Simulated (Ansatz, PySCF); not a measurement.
Isomers of H2OSi: 1 is O[SiH], 2 is O=[SiH2]; one conformer of each (the lowest of an xTB search), B3LYP-D3(BJ)/def2-TZVP minima.
Isomer 1 (charge 0, multiplicity 1):
```xyz
4

O     -0.8993     0.3531     0.0152
Si     0.6928     0.8192     0.0163
H     -1.1219    -0.5832    -0.0075
H      1.3283    -0.5891    -0.0241
```
Isomer 2 (charge 0, multiplicity 1):
```json
[
 {"atom": "O", "x (Å)": "1.2747", "y (Å)": "-0.4600", "z (Å)": "0.4308"},
 {"atom": "Si", "x (Å)": "0.0284", "y (Å)": "-0.0103", "z (Å)": "-0.3129"},
 {"atom": "H", "x (Å)": "-1.0948", "y (Å)": "-0.9078", "z (Å)": "-0.6671"},
 {"atom": "H", "x (Å)": "-0.2083", "y (Å)": "1.3781", "z (Å)": "-0.7702"}
]
```

No zero-point or thermal terms.

Cores are frozen in the correlated methods. CBS(a, b) extrapolates the correlation energy as X⁻³ and adds the Hartree–Fock energy of set b.

Codes used: Ansatz (Gaussian orbitals); PySCF for the dispersion terms. Values without a source in brackets are computed.

```tsv
level	electronic energy of isomer 2 less that of isomer 1 (kJ/mol)
BLYP-D4/def2-TZVPP	-3.6
revPBE/def2-TZVPP	-2.2
BHLYP/def2-TZVPP	13.3
BHLYP-D3(BJ)/def2-TZVPP	13.1
CAM-B3LYP/def2-TZVPP	7.2
B2PLYP/def2-TZVPP	-3.9
B2PLYP-D4/def2-TZVPP	-3.9
CCSD/cc-pV(Q+d)Z	10.6
CCSD(T)/CBS(cc-pV(T+d)Z, cc-pV(Q+d)Z)	___
```

Question: Complete the blanks.

Answer: 
- CCSD(T)/CBS(cc-pV(T+d)Z, cc-pV(Q+d)Z), electronic energy of isomer 2 less that of isomer 1 (kJ/mol): 2.8

Ansatz is a program for electronic structure.
